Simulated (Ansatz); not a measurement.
CuO2. Total charge 0; doublet. Geometry r2SCAN-D4/def2-TZVP; atoms count from 1.

```xyz
3

Cu    0.001   -0.004   -0.003
O     0.416   -1.312   -1.000
O    -0.417    1.316    1.003
```

The charge 0 doublet is spin-contaminated (final ⟨S²⟩ up to 1.72, 0.75 for a pure state). Another isomer (doublet) lies 0.83 eV lower at PBE0-D4/def2-TZVP; other spin states weren't run for this one.

**Question.** Estimate the Mulliken populations from the PBE0/def2-TZVP orbitals of Ansatz.

**Answer.** 
```tsv
atom	charge (e)	spin (α − β)	d electrons
Cu1	0.60	0.37	9.39
O2	-0.35	-0.72	–
O3	-0.25	1.35	–
```
Mulliken values depend strongly on the basis.

**Question.** Where does the spin sit?

**Answer.** Summed by element: Cu 0.37, O 0.63, of 1 unpaired in all. Largest on single atoms: O3 1.35, O2 -0.72, Cu1 0.37.

**Question.** And the Mayer bond orders between heavy atoms (over 0.3)?

**Answer.** Cu1–O2 1.09 (1.70 Å); Cu1–O3 1.17 (1.71 Å).
